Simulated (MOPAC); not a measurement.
Input file for MOPAC: PM6 on CH6SSn (SMILES C[S][SnH3]), a point of a torsion scan.

```
PM6 1SCF PRECISE CHARGE=0 THREADS=1
CH6SSn

C      1.69727279 1     0.01480575 1     0.09467247 1
S      0.42604735 1    -0.50471071 1    -1.10553812 1
Sn    -1.61960025 1     0.08234859 1    -0.00531595 1
H      2.26995106 1    -0.86350899 1     0.37134793 1
H      2.33688944 1     0.74057480 1    -0.39539463 1
H      1.24789249 1     0.45565782 1     0.97714070 1
H     -1.75377475 1    -0.70234243 1     1.47717122 1
H     -2.88325435 1    -0.35025692 1    -1.00065846 1
H     -1.67564434 1     1.73192010 1     0.32296295 1
```

The log:

```
*******************************************************************************
 **                                                                           **
 **                              MOPAC v23.2.5                                **
 **                                                                           **
 *******************************************************************************
 ** MOPAC's Digital Object Identifier: https://doi.org/10.5281/zenodo.6511958 **
 **                                                                           **
 ** Please cite the open-source release paper for use of this MOPAC version:  **
 ** J. E. Moussa and J. J. P. Stewart (2026)                                  **
 ** MOPAC: An open-source semiempirical molecular orbital program             **
 ** J. Open Source Softw., 11(119), 8025, https://doi.org/10.21105/joss.08025 **
 *******************************************************************************

                              PM6 CALCULATION RESULTS

 *******************************************************************************
 *  PM6        - The PM6 Hamiltonian to be used
 *
 *
 *
 *                 CHARGE ON SYSTEM = 0
 *
 *
 *
 *  PRECISE    - TIGHTER CRITERIA TO BE USED
 *  1SCF       - DO 1 SCF AND THEN STOP
 *  THREADS=1  - MULTI-THREADING NOT USED
 *  T=         - A TIME OF 172800.0 SECONDS REQUESTED
 *  DUMP=N     - RESTART FILE WRITTEN EVERY 7200.0 SECONDS REQUESTED
 *******************************************************************************
PM6 1SCF PRECISE CHARGE=0 THREADS=1
 CH6SSn

   ATOM   CHEMICAL          X               Y               Z
  NUMBER   SYMBOL      (ANGSTROMS)     (ANGSTROMS)     (ANGSTROMS)

     1       C          1.69727279  *   0.01480575  *   0.09467247  *
     2       S          0.42604735  *  -0.50471071  *  -1.10553812  *
     3      Sn         -1.61960025  *   0.08234859  *  -0.00531595  *
     4       H          2.26995106  *  -0.86350899  *   0.37134793  *
     5       H          2.33688944  *   0.74057480  *  -0.39539463  *
     6       H          1.24789249  *   0.45565782  *   0.97714070  *
     7       H         -1.75377475  *  -0.70234243  *   1.47717122  *
     8       H         -2.88325435  *  -0.35025692  *  -1.00065846  *
     9       H         -1.67564434  *   1.73192010  *   0.32296295  *



          CARTESIAN COORDINATES

    NO.       ATOM           X           Y           Z

     1         C          1.6973      0.0148      0.0947
     2         S          0.4260     -0.5047     -1.1055
     3        Sn         -1.6196      0.0823     -0.0053
     4         H          2.2700     -0.8635      0.3713
     5         H          2.3369      0.7406     -0.3954
     6         H          1.2479      0.4557      0.9771
     7         H         -1.7538     -0.7023      1.4772
     8         H         -2.8833     -0.3503     -1.0007
     9         H         -1.6756      1.7319      0.3230

 General Reference for PM6:
 "Optimization of Parameters for Semiempirical Methods V: Modification of NDDO Approximations
 and Application to 70 Elements", J. J. P. Stewart, J. Mol. Mod., 13, 1173-1213 (2007)
 URL: https://link.springer.com/article/10.1007/s00894-007-0233-4

           Empirical Formula: C H6 S Sn  =     9 atoms



      MOLECULAR POINT GROUP   :   Cs


      RHF CALCULATION, NO. OF DOUBLY OCCUPIED LEVELS = 10


 -------------------------------------------------------------------------------
 PM6 1SCF PRECISE CHARGE=0 THREADS=1
 CH6SSn



     1SCF WAS SPECIFIED, SO BFGS WAS NOT USED
     SCF FIELD WAS ACHIEVED


                              PM6 CALCULATION
                                                       MOPAC v23.2.5 Linux




          FINAL HEAT OF FORMATION =         24.99217 KCAL/MOL =     104.56723 KJ/MOL


          COSMO AREA              =        127.82 SQUARE ANGSTROMS
          COSMO VOLUME            =        120.03 CUBIC ANGSTROMS

          IONIZATION POTENTIAL    =          8.672179 EV
          HOMO LUMO ENERGIES (EV) =         -8.672  0.114
          NO. OF FILLED LEVELS    =         10
          MOLECULAR WEIGHT        =        168.8084         POINT GROUP:  Cs

          MOLECULAR DIMENSIONS (Angstroms)

            Atom       Atom       Distance
            H     8    H     5     5.36714
            H     4    H     9     3.36361
            S     2    H     7     2.77347


          SCF CALCULATIONS        =          1





   ATOM   CHEMICAL          X               Y               Z
  NUMBER   SYMBOL      (ANGSTROMS)     (ANGSTROMS)     (ANGSTROMS)

     1       C          1.69727279  *   0.01480575  *   0.09467247  *
     2       S          0.42604735  *  -0.50471071  *  -1.10553812  *
     3      Sn         -1.61960025  *   0.08234859  *  -0.00531595  *
     4       H          2.26995106  *  -0.86350899  *   0.37134793  *
     5       H          2.33688944  *   0.74057480  *  -0.39539463  *
     6       H          1.24789249  *   0.45565782  *   0.97714070  *
     7       H         -1.75377475  *  -0.70234243  *   1.47717122  *
     8       H         -2.88325435  *  -0.35025692  *  -1.00065846  *
     9       H         -1.67564434  *   1.73192010  *   0.32296295  *

                             CARTESIAN COORDINATES

   1    C        1.697272790     0.014805750     0.094672470
   2    S        0.426047350    -0.504710710    -1.105538120
   3   Sn       -1.619600250     0.082348590    -0.005315950
   4    H        2.269951060    -0.863508990     0.371347930
   5    H        2.336889440     0.740574800    -0.395394630
   6    H        1.247892490     0.455657820     0.977140700
   7    H       -1.753774750    -0.702342430     1.477171220
   8    H       -2.883254350    -0.350256920    -1.000658460
   9    H       -1.675644340     1.731920100     0.322962950


           Empirical Formula: C H6 S Sn  =     9 atoms



      MOLECULAR POINT GROUP   :   Cs


                  EIGENVALUES
 -29.29068 -23.16920 -18.04856 -14.56671 -14.44471 -12.59831 -11.76441 -11.56709
  -9.88980  -8.67218   0.11350   0.68629   2.28551   2.46095   2.49649   2.59057
   2.81710   3.15339   3.66152   3.81570   5.52279   5.66374   6.38021


              NET ATOMIC CHARGES AND DIPOLE CONTRIBUTIONS

  ATOM NO.   TYPE          CHARGE      No. of ELECS.   s-Pop       p-Pop       d-Pop
    1          C          -0.448166        4.4482     1.09620     3.35196
    2          S          -0.378220        6.3782     1.94283     4.33625     0.09914
    3         Sn           0.412996        3.5870     1.29722     2.28979
    4          H           0.171779        0.8282     0.82822
    5          H           0.171903        0.8281     0.82810
    6          H           0.157754        0.8422     0.84225
    7          H          -0.034352        1.0344     1.03435
    8          H          -0.019493        1.0195     1.01949
    9          H          -0.034202        1.0342     1.03420
 DIPOLE           X         Y         Z       TOTAL
 POINT-CHG.    -2.058     1.157     2.311     3.304
 HYBRID         0.810    -0.075    -0.100     0.819
 SUM           -1.248     1.081     2.211     2.760


          ATOMIC ORBITAL ELECTRON POPULATIONS

     Atom    s        px        py        pz      x^2-y^2     xz        z^2       yz        xy
    1  C   1.09620   1.08804   1.17104   1.09289
    2  S   1.94283   1.12495   1.84802   1.36328   0.02121   0.04159   0.00777   0.00902   0.01955
    3 Sn   1.29722   0.66140   0.82940   0.79899
    4  H   0.82822
    5  H   0.82810
    6  H   0.84225
    7  H   1.03435
    8  H   1.01949
    9  H   1.03420

 **********************
 *                    *
 * JOB ENDED NORMALLY *
 *                    *
 **********************




 == MOPAC DONE ==
```

The run finished.

Cost: very roughly 0.03 core-seconds.
